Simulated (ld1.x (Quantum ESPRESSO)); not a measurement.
# u(r) = r·R(r): atom against pseudo-atom (Pm)

Columns: radius, all-electron u(r) and pseudo u(r) of the 6s shell (level -8.31 eV) of promethium in the configuration [Kr] 4d10 5s2 4f5 5p6 5d0 6s1 6p0; PBE, scalar-relativistic, TM scheme, ld1.x (Quantum ESPRESSO) 7.5.

```tsv
r (bohr)	all-electron	pseudo
0.163	0.1023	-0.0104
0.325	-0.0544	-0.0213
0.488	-0.1714	-0.0331
0.650	-0.0393	-0.0463
0.813	0.1396	-0.0616
0.975	0.2527	-0.0794
1.138	0.2830	-0.1006
1.300	0.2469	-0.1255
1.463	0.1676	-0.1552
1.625	0.0667	-0.1895
1.788	-0.0419	-0.2292
1.950	-0.1470	-0.2731
2.113	-0.2437	-0.3209
2.275	-0.3279	-0.3702
2.438	-0.3993	-0.4193
2.600	-0.4571	-0.4649
2.763	-0.5026	-0.5048
2.925	-0.5363	-0.5367
3.088	-0.5599	-0.5599
3.250	-0.5741	-0.5741
3.413	-0.5806	-0.5806
3.575	-0.5804	-0.5804
3.738	-0.5744	-0.5744
3.900	-0.5638	-0.5638
4.063	-0.5491	-0.5491
4.225	-0.5314	-0.5314
```

Problem. How many radial nodes do the two functions have?

Solution. The all-electron 6s function has n − l − 1 = 5 (the table is too coarse to show those close to the nucleus); the pseudo-wave has 0, since the states of the same l below it are removed with the core.

Problem. At about which radius was the pseudo-wave matched?

Solution. 3.25 bohr. The columns agree to 0.0005 from 2.92 bohr on; several derivatives are matched, so the curves merge somewhat inside the radius.

Problem. Where does each function peak?

Solution. Outermost all-electron maximum near 3.41 bohr, pseudo maximum near 3.41 bohr (to the table’s step).

Problem. Is the pseudo-wave norm-conserving?

Solution. Yes: the TM scheme keeps the norm inside the radius equal to the all-electron one, which fixes the energy derivative of the logarithmic derivative at the level.
